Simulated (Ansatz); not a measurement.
Start from `N=[C](O)[AlH2]` and change one element to get `N=[C](O)[GaH2]`.

Ansatz, PBE0-D4/def2-TZVP geometries, multiplicity 1. Each molecule was computed in one conformer, which needn't be the lowest.

Scalar relativity is left out up to krypton.

| property | `N=[C](O)[AlH2]` |
| --- | --- |
| HOMO energy (PBE/def2-TZVPP) / eV | -6.08 |
| HOMO–LUMO gap (PBE0/def2-TZVPP) / eV | 5.34 |
| LUMO energy (ωB97M-V/def2-TZVPP) / eV | -0.43 |
| LUMO energy (PBE/def2-TZVPP) / eV | -2.89 |
| size of the dipole moment (PBE/def2-TZVPP) / D | 0.80 |
| LUMO energy (B3LYP/def2-TZVPP) / eV | -2.34 |

(1) Give the same properties after the change, and the shifts. (Best estimate.)

## Answers

(1) Computed: 
| property | `N=[C](O)[GaH2]` | shift |
| --- | --- | --- |
| HOMO energy (PBE/def2-TZVPP) / eV | -6.07 | 0.01 |
| HOMO–LUMO gap (PBE0/def2-TZVPP) / eV | 5.22 | -0.12 |
| LUMO energy (ωB97M-V/def2-TZVPP) / eV | -0.44 | -0.01 |
| LUMO energy (PBE/def2-TZVPP) / eV | -3.00 | -0.11 |
| size of the dipole moment (PBE/def2-TZVPP) / D | 0.83 | 0.03 |
| LUMO energy (B3LYP/def2-TZVPP) / eV | -2.48 | -0.14 |

Dipoles are sizes alone; their direction can turn.

B3LYP here is the variant with VWN-RPA as its local correlation; programs differ in this.
